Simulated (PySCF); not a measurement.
**Peak assignment**

Atom-mapped SMILES (the numbers label the heavy atoms): `[N:1]#[C:2][C@@H:3]1[CH2:4][CH2:5][C@@H:6]1[SiH2:7][C:8]#[C:9][SiH3:10]` (H(Xn): hydrogen on atom n). Ha(C4), Ha(C5) are cis to C2 on the ring; Ha(Si7) is pro-R; Hb(Si7) is pro-S; Hb(C4), Hb(C5) are trans to C2 on the ring.

[PySCF 2.14: PBE0/pcSseg-1 with gauge-including orbitals; geometry: GFN2-xTB; isolated molecule; no relativistic terms; averaged over atoms made equivalent by symmetry, fast rotation or ring inversion; a single conformation]

Chemical shifts δ = σref − σ; ¹³C (σ = 186.93 ppm), ¹H (σ = 31.72 ppm) against TMS, all at this level.

Question: Assign these signals to the numbered atoms. ¹³C{¹H} NMR (computed): δ 126.0 (C), 117.2 (C), 113.7 (C), 26.9 (CH2), 21.9 (CH2), 21.3 (CH), 20.2 (CH).

Answer: 
| δ (ppm) | atoms | environment | reason |
| --- | --- | --- | --- |
| 126.0 | C2 | nitrile carbon | this is the usual window of a C≡N carbon, which has no attached hydrogen |
| 117.2 | C8 | alkyne carbon | – |
| 113.7 | C9 | alkyne carbon | – |
| 26.9 | C4 | sp3 CH2 in a ring | saturated and bonded to C and H only |
| 21.9 | C5 | sp3 CH2 in a ring | – |
| 21.3 | C6 | sp3 CH bonded to Si | – |
| 20.2 | C3 | sp3 CH α to a nitrile | a saturated carbon with 3 carbon neighbours and no heteroatom attached |

C5 and C6; C6 and C3 lie closer than the usual error of such a calculation, so a measured spectrum could show them in the other order.

Question: Assign these signals to the numbered atoms. ¹H NMR (600 MHz, computed): δ 4.76 (m, 1H), 4.65 (m, 1H), 4.22 (s, 3H), 3.15 (m, 1H), 2.47 (m, 1H), 2.45 (m, 1H), 2.43 (m, 1H), 2.21 (m, 1H), 2.01 (m, 1H).

Answer: 
| δ (ppm) | atoms | environment | reason |
| --- | --- | --- | --- |
| 4.76 | Ha(Si7) | hydrogen on a silicon bonded to 2 C | – |
| 4.65 | Hb(Si7) | hydrogen on a silicon bonded to 2 C | – |
| 4.22 | H(Si10) | hydrogen on a silicon bonded to C | – |
| 3.15 | H(C3) | hydrogen on an sp3 CH α to a nitrile | – |
| 2.47 | Ha(C4) | hydrogen on an sp3 CH2 in a ring | – |
| 2.45 | Hb(C5) | hydrogen on an sp3 CH2 in a ring | – |
| 2.43 | Hb(C4) | hydrogen on an sp3 CH2 in a ring | – |
| 2.21 | H(C6) | hydrogen on an sp3 CH bonded to Si | – |
| 2.01 | Ha(C5) | hydrogen on an sp3 CH2 in a ring | – |

Ha(Si7) and Hb(Si7); Ha(C4) and Hb(C5); Hb(C5) and Hb(C4) lie closer than the usual error of such a calculation, so a measured spectrum could show them in the other order.

Shifts are as computed. Against solution values, carbons near 30 ppm lie about +3 ppm off and those near 130 ppm about +5 ppm. Of 1211 compounds with measured shifts, 218 miss one by over three times the rms of a fit or turn the order of signals round; such compounds aren't used in these exercises. No couplings were computed; multiplicities are counted from neighbouring protons, with m where these are inequivalent, close in shift, in a saturated or five-membered ring or joined by F or P, and br s for small geminal =CH2 splittings.
